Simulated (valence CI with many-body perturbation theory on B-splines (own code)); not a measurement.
Ge²⁶⁺: fill in the table

Computed by relativistic CI+MBPT: four valence electrons over a frozen Dirac-Fock core [He], a basis of 11 s, 11 p, 10 d, 8 f, 5 g, 2 h functions for each j, with the one-electron correlation potential Σ1 (screened to all orders), the two-electron term Σ2, the three-electron term Σ3, Breit, model QED; selected single and double excitations, second order for the rest, scaled by the run's own slope (own B-spline code, finite nucleus).

The last digits are not significant, and no measured levels were compared; by estimate large intervals hold to a few tenths of a per cent, small ones and those within an open d or f shell to about a per cent. Among the levels kept, up to 1100 cm⁻¹ of a level comes from second order outside the variational space, and about a tenth of that is noise between levels of different J, which matters for small intervals.

| Level | E (eV) |
| --- | --- |
| 2s2 2p2 3P_0 | 0.00 |
| 2s2 2p2 3P_1 | 27.25 |
| 2s2 2p2 3P_2 | 35.69 |
| 2s2 2p2 1D_2 | 69.73 |
| 2s2 2p2 1S_0 | 90.35 |
| 2s 2p3 5S°_2 | ? |
| 2s 2p3 3D°_1 | 145.74 |
| 2s 2p3 3D°_2 | 150.30 |
| 2s 2p3 3D°_3 | ? |
| 2s 2p3 3P°_0 | ? |
| 2s 2p3 3P°_1 | 182.13 |
| 2s 2p3 3P°_2 | 187.95 |
| 2s 2p3 3S°_1 | 202.67 |
| 2s 2p3 1D°_2 | ? |
| 2s 2p3 1P°_1 | 244.92 |
| 2p4 3P_2 | 295.54 |
| 2p4 3P_0 | 315.22 |
| 2p4 3P_1 | ? |
| 2p4 1D_2 | 338.14 |
| 2p4 1S_0 | ? |

Names give the largest LS component (configuration and term), which can be under half, so a name can repeat, a term be missing and a line seem to break the LS rules; names also repeat where a configuration has a term twice.

Q: The levels stand in rising order. What does the calculation give for the missing energies?

A: 2s 2p3 5S°_2 104.17; 2s 2p3 3D°_3 160.51; 2s 2p3 3P°_0 178.65; 2s 2p3 1D°_2 219.15; 2p4 3P_1 326.91; 2p4 1S_0 385.89.
